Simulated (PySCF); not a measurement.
Geometry:
| atom | x (Å) | y (Å) | z (Å) |
| --- | --- | --- | --- |
| O1 | 1.873 | 1.476 | -0.435 |
| C2 | 2.126 | 0.310 | -0.487 |
| O3 | 1.275 | -0.710 | -0.315 |
| C4 | -0.061 | -0.552 | -0.040 |
| C5 | -0.802 | 0.665 | 0.055 |
| C6 | -2.118 | 0.415 | 0.339 |
| S7 | -2.450 | -1.261 | 0.489 |
| C8 | -0.820 | -1.676 | 0.171 |
| H9 | 3.129 | -0.117 | -0.690 |
| H10 | -0.372 | 1.654 | -0.078 |
| H11 | -2.916 | 1.144 | 0.471 |
| H12 | -0.480 | -2.709 | 0.150 |

Geometry: PBE0-D3(BJ)/def2-SVP; GIAO absolute shieldings from PySCF, gas phase, non-relativistic, averaged over equivalent atoms.

At PBE0/pcSseg-1 (163 basis functions, 17 s wall time on 1 thread of an x86-64 server CPU, shared host):
```csv
atoms,σ (ppm)
O1,-116.4
O3,91.9
C2,25.6
C4,30.8
C6,52.0
C5,58.4
C8,67.7
S7,325.6
H10,22.73
H9,23.37
H11,24.19
H12,24.40
```

**Question.** Estimate the result of repeating the calculation with wB97X-D/pcSseg-2.

**Answer.** 
```
atoms  σ at wB97X-D/pcSseg-2  change
   O1                 -113.8    +2.6
   O3                   94.7    +2.8
   C2                   19.8    -5.8
   C4                   23.9    -6.9
   C6                   45.0    -7.0
   C5                   52.6    -5.8
   C8                   62.3    -5.4
   S7                  301.3   -24.3
  H10                  22.73   +0.00
   H9                  23.26   -0.11
  H11                  23.98   -0.21
  H12                  24.31   -0.09
```

The largest change is at S7 (aromatic ring sulfur). Cost: 351 basis functions, 80 s wall time on 1 thread of an x86-64 server CPU, shared host. The order of the carbon signals is the same at both levels.
